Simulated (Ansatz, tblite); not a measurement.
Cost and result up the ladder for [Te3]- (Te3⁻) (3 atoms). The state is a doublet with charge -1. Geometry: r2SCAN-D4/def2-SVPD.

```xyz
3

Te    1.100    0.414   -1.995
Te   -0.745    0.623   -0.044
Te   -0.355   -1.038    2.039
```

Ansatz on 4 threads of Arm Neoverse V2 on a shared host; xTB runs through tblite on one thread. Times are rough, summed over both states, and most runs start from the orbitals of an earlier one. No level here is sound enough to serve as a yardstick. The other state is a singlet.

In the def2 sets Te takes a core potential; there is no spin–orbit coupling. The xTB rows come from tblite.

Raw xTB energies of ions are shifted by several eV, and xTB has no spin-polarisation term.

| level | functions | wall time |
| --- | --- | --- |
| GFN1-xTB | 27 | 0.005 s |
| GFN2-xTB | 27 | 0.009 s |
| PBE-D4/def2-TZVPD | 177 | 4 s |
| PBE0-D4/def2-TZVPD | 177 | 6.6 s |
| r2SCAN-D4/def2-TZVPD | 177 | 8.8 s |

**Question.** Estimate what each level gives for the vertical IE (eV).

**Answer.** 
| level | vertical IE (eV) | remarks |
| --- | --- | --- |
| GFN1-xTB | 6.08 | – |
| GFN2-xTB | 4.47 | – |
| PBE-D4/def2-TZVPD | 2.70 | restricted singlet, untested (singlet) |
| PBE0-D4/def2-TZVPD | 3.02 | restricted singlet, untested (singlet) |
| r2SCAN-D4/def2-TZVPD | 2.89 | restricted singlet, untested (singlet) |
